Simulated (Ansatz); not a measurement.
Ideal-gas functions of ClH₃S₂Si (`SS[SiH2]Cl`) at 298.15 K and 1 bar, from an Ansatz frequency run at PBE0-D4/def2-TZVP.

Molar mass 130.7 g/mol, point group C1 (symmetry number 1), electronic degeneracy 1, moments of inertia 117.319, 328.785, 400.743 u Å². Harmonic wavenumbers (cm⁻¹, unscaled): 67, 134, 196, 274, 479, 527, 554, 579, 712, 840, 893, 921, 2245, 2274, 2678.

Use S(trans) = R[1.5 ln M + 2.5 ln T − 1.1517]; rotational temperatures θ = 24.2544 K / I; S(rot) = R[ln(√π/σ · √(T³/θAθBθC)) + 1.5]; for each mode x = 1.438777 ν̃/T, S = R[x/(eˣ − 1) − ln(1 − e⁻ˣ)] and H = RT x/(eˣ − 1); 1 cm⁻¹ = 0.0119627 kJ/mol; R = 8.31446 J/(mol·K).

Question: By hand: the entropy, in J/(mol·K).

Answer: Translation 169.6. Rotation: θ = 0.2067, 0.0738, 0.0605 K, giving 117.3. Vibration, mode by mode: 17.74, 12.08, 9.08, 6.57, 2.98, 2.49, 2.24, 2.04, 1.22, 0.74, 0.60, 0.54, 0.00, 0.00, 0.00, in all 58.3. Electronic 0.0. Sum 345.2 J/(mol·K).

Question: By hand: H − E and G − E in kJ/mol, counted from the electronic energy.

Answer: Zero-point energy ½ × 13373 × 0.0119627 = 80.0; thermal vibration 9.4; translation, rotation and pV give 4 RT = 9.9. H − E = 99.3 kJ/mol, and G − E = 99.3 − 298.15 × 345.2/1000 = -3.6 kJ/mol.

Vibration gives 17 % of the entropy, 29.8 J/(mol·K) of it from the modes under 150 cm⁻¹: soft modes count most, and the harmonic formula is weakest for them. The sum counts one conformer and one mirror image; others add a mixing term.
